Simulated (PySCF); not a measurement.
C5H5BO. Atoms are numbered in the order given.

```xyz
12

B     -0.0967     0.1929     0.0000
C     -0.1813     1.7253     0.0000
C     -0.2108     2.9423     0.0000
H     -0.2443     4.0162     0.0000
C      1.2824    -0.4937     0.0000
C      2.3816    -1.0180     0.0000
H      3.3549    -1.4736     0.0000
O     -1.2511    -0.5068     0.0000
C     -1.3467    -1.9190     0.0000
H     -1.9066    -2.2371     0.8932
H     -1.9066    -2.2371    -0.8932
H     -0.3559    -2.3994     0.0000
```

Geometry optimised at B3LYP-D3(BJ)/def2-SVP. Other conformers were not sampled.

Level of theory: PBE/def2-TZVP in PySCF.

Gas-phase values at a fixed geometry.

Problem. Estimate the frontier levels, gap, dipole moment and polarisability. (An estimate is asked for; the answer gives what the named calculation found.)

Solution. 
```yaml
highest_occupied_level: -6.73 eV
lowest_empty_level: -2.54 eV
orbital_gap: 4.19 eV
dipole_moment: 1.41 D
quadrupole, principal values (traceless, Buckingham form, about the centre of nuclear charge): -7.77, -1.01, 8.78 D·Å
mean_static_polarisability: 77.2 bohr³ (11.43 Å³)
polarisability_principal_values: 46.6, 80.6, 104.3 bohr³
```
